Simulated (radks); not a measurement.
Task: The mean radii <r> (bohr) of the occupied orbitals of an atom or ion are listed with their occupations. Calculated with a radial shooting solver on a logarithmic mesh with Libxc functionals: Dirac Kohn-Sham, PBEsol, spin-unpolarised, spherical densities, finite nucleus; Fermi nuclear charge, rms radius of each element as measured or else 0.836 A^(1/3) + 0.57 fm.

| orbital | occ. | <r> |
|---|---|---|
| 1s1/2 | 2 | 0.02233 |
| 2s1/2 | 2 | 0.09463 |
| 2p1/2 | 2 | 0.07909 |
| 2p3/2 | 4 | 0.08582 |
| 3s1/2 | 2 | 0.2493 |
| 3p1/2 | 2 | 0.2389 |
| 3p3/2 | 4 | 0.2518 |
| 3d3/2 | 4 | 0.2237 |
| 3d5/2 | 6 | 0.2277 |
| 4s1/2 | 2 | 0.5644 |
| 4p1/2 | 2 | 0.5768 |
| 4p3/2 | 4 | 0.6056 |
| 4d3/2 | 4 | 0.6418 |
| 4d5/2 | 6 | 0.6518 |
| 5s1/2 | 2 | 1.317 |
| 5p1/2 | 2 | 1.445 |
| 5p3/2 | 4 | 1.518 |
| 4f5/2 | 2.14286 | 0.8187 |
| 4f7/2 | 2.85714 | 0.8266 |

Name the element and its charge. Open shells, if any, are shared by 2j + 1.

Result: Z = 63, europium, charge +4: Eu4+ in [Xe] 4f5. The 1s radius gives Z: for a bare nucleus <r> = (2 gamma + 1)/(2Z) with gamma = sqrt(1 - (Z/c)^2), 0.02203 bohr for Z = 63, and screening makes it slightly larger (0.02233 here). The occupations add up to 59, and the charge is Z minus that.
